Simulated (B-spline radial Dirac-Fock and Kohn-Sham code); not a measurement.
# Core-level shifts of zinc with charge state

Method: multi-electron Dirac-Fock with separately optimised hole states, Breit and Lamb-shift corrections added in first order. Computed with a B-spline atomic structure program. Each ion is free and in its tabulated ground configuration. Correlation energy is missing from these numbers.

Reference: Zn, [Ar] 3d10 4s2, with 1s 9666.6 eV, 2s 1206.3 eV, 2p3/2 1028.5 eV, 3p1/2 100.1 eV, 3p3/2 97.05 eV, Kα1 (K-L3) 8638.1 eV, Kβ1 (K-M3) 9569.5 eV. Shifts from it, in eV (a dash: the subshell is empty, belongs to an open shell averaged over j, or its hole state is left out as unreliable):

| ion | configuration | 1s | 2s | 2p3/2 | 3p1/2 | 3p3/2 | Kα1 | Kβ1 |
| --- | --- | --- | --- | --- | --- | --- | --- | --- |
| Zn⁺ | [Ar] 3d10 4s1 | +10.7 | +10.4 | +10.5 | +10.6 | +10.6 | +0.11 | +0.10 |
| Zn²⁺ | [Ar] 3d10 | +23.1 | +22.5 | +22.7 | +22.7 | +22.7 | +0.39 | +0.42 |
| Zn³⁺ | [Ar] 3d9 | +47.2 | +47.4 | +47.5 | +44.6 | +44.5 | -0.25 | +2.67 |
| Zn⁴⁺ | [Ar] 3d8 | +74.5 | +75.4 | +75.4 | +68.7 | +68.5 | -0.95 | +5.91 |

Over this range K (1s) moves by +74.5 eV and Kα1 by -0.9 eV: a line is a difference of two levels that shift in the same direction.
